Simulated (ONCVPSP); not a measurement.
**Potentials for selenium compared**

Generated with ld1.x 7.5 (TM, RRKJ, ultrasoft, PAW), atompaw 4.2 or ONCVPSP 4.0.1. The cutoff is in Ry: for ld1.x and atompaw files where the sum of valence levels is converged to 10 mRy in a Bessel basis, for ONCV files where the hardest occupied wave has 1 mHa per electron of residual kinetic energy. The error is the largest all-electron minus pseudo excitation energy over each file’s own four to seven test configurations (ionisations up to +4, promotions, holes and added fractions of an electron), all of which were solved. The labels leave out finer settings (local radius, basis sizes, second energies), which also bear on the numbers. Spin-polarised tests are not counted. The rows are a selection from randomly drawn settings: files with unsolved tests, undetermined cutoffs or missed reference levels are left out.

A true bound ghost makes a file unfit for plane-wave use even where its test errors are small: the radial tests pick states by their node count and pass the ghost by.

| potential | cutoff (Ry) | largest error (meV) | bound ghosts |
| --- | --- | --- | --- |
| ONCV, PBE, scalar-relativistic, rc 1.05/0.95/1.20 (spd), local smoothed, core correction yes, reference 3s2 3p6 3d10 4s2 4p2, qcut 12.8/14.4/15.8, projectors 2/2/2 | 189 | -4.1 | none |
| ONCV, PBE, scalar-relativistic, rc 1.05/0.90/1.20/1.15 (spdf), local smoothed, core correction no, reference 3s2 3p6 3d10 4s1 4p5, qcut 9.2/16.2/12.6/9, projectors 2/2/1/2 | 146 | -495 | none |
| ONCV, PBE, scalar-relativistic, rc 1.50/1.80 (sp), local smoothed, core correction yes, reference 4s2 4p2, qcut 3.7/4.1, projectors 1/1 | 113 | +24 | none |
| ONCV, PW91, scalar-relativistic, rc 0.80/1.05/0.75 (spd), local smoothed, core correction yes, reference 3s2 3p6 3d10 4s1.75 4p4.25, qcut 17.9/12.8/22, projectors 2/2/1 | 371 | -13 | none |
| ONCV, PBE, fully relativistic, rc 1.60/1.70/1.00 (spd), local smoothed, core correction yes, reference 3d10 4s2 4p3, qcut 3.7/5.4/14.6, projectors 3/2/2 | 189 | +6.6 | s |

**Question.** Fill in the row for Se: ONCV, LDA (Perdew-Wang 92), scalar-relativistic, rc 1.55/1.25 (sp), local p, core correction yes, reference 4s2 4p2, qcut 4.3/6.5, projectors 1/0.

**Answer.** cutoff 48 Ry, largest error +20 meV, bound ghosts: none.
